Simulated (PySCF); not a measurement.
# Radial density of Re²⁺ (rhenium, charge +2)

r2SCAN, [Xe] 4f14 5d5, high-spin 6S determinant. Computed with PySCF 2.14 in def2-SVP with the def2 core potential (60 electrons) (6s3p2d1f, 32 functions), with scalar relativity through the core potential. This is the valence pseudo-density: the core potential removes the inner electrons and smooths the orbitals near the nucleus.

```tsv
r (bohr)	4πr²ρ (e/bohr)	4πr²(ρα − ρβ)
0.118	1.193e-05	0.0000
0.198	5.843e-05	0.0000
0.333	0.006826	0.0021
0.561	1.291	0.1175
0.943	11.20	1.8476
1.59	6.869	3.2781
2.67	1.015	0.9147
4.49	0.03318	0.0330
7.55	6.479e-05	0.0001
```

Energies and moments cover only the electrons outside the core potential. Spin-orbit coupling, which splits the p, d and f shells strongly at this Z, is absent.
